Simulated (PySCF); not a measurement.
Hf(F)3(NH2) (F3H2HfN), SMILES [NH2][Hf]([F])([F])[F], multiplicity 1. Heavy atoms are numbered as in [Hf:1]([F:2])([F:3])([F:4])[NH2:5]. Hydrogens are named by the atom that carries them.

Geometry optimised at PBE-D3(BJ)/def2-SVP. The multiplicity is an assumed one; no other spin state was optimised. The structure was generated by enumeration; whether it is a known compound was not checked. The def2 effective core potentials stand for the cores of Hf; spin–orbit coupling is left out. Other conformers were not sampled.

The numbers are results of PBE/def2-TZVP in PySCF, not measurements.

Atomic charges (e), one atom of each kind:

| atom | Löwdin | Mulliken |
|---|---|---|
| Hf1 | 0.73 | 1.45 |
| F2 | -0.21 | -0.40 |
| N5 (NH2) | -0.40 | -0.75 |
| H on N5 | 0.16 | 0.25 |
